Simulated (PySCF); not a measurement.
silanone (H₂OSi), SMILES O=[SiH2].

Geometry optimised at ωB97X-D3(BJ)/def2-TZVP.

These are PBE/def2-TZVPD run with PySCF values and carry that method's errors.

Symmetry labels are those of the subgroup C2v that the program uses (full group C2v).

**Question.** List the valence orbital energies around the gap with their symmetry. (Estimate from the structure and the level; the computed values follow.)

**Answer.** 
```csv
orbital,symmetry,energy (eV)
HOMO−7,B2,-95.13
HOMO−6,A1,-95.10
HOMO−5,A1,-23.11
HOMO−4,A1,-13.02
HOMO−3,B2,-9.71
HOMO−2,A1,-8.52
HOMO−1,B1,-7.91
HOMO,B2,-6.83
LUMO,B1,-3.18
LUMO+1,A1,-1.24
LUMO+2,A1,-0.26
LUMO+3,A1,0.20
```
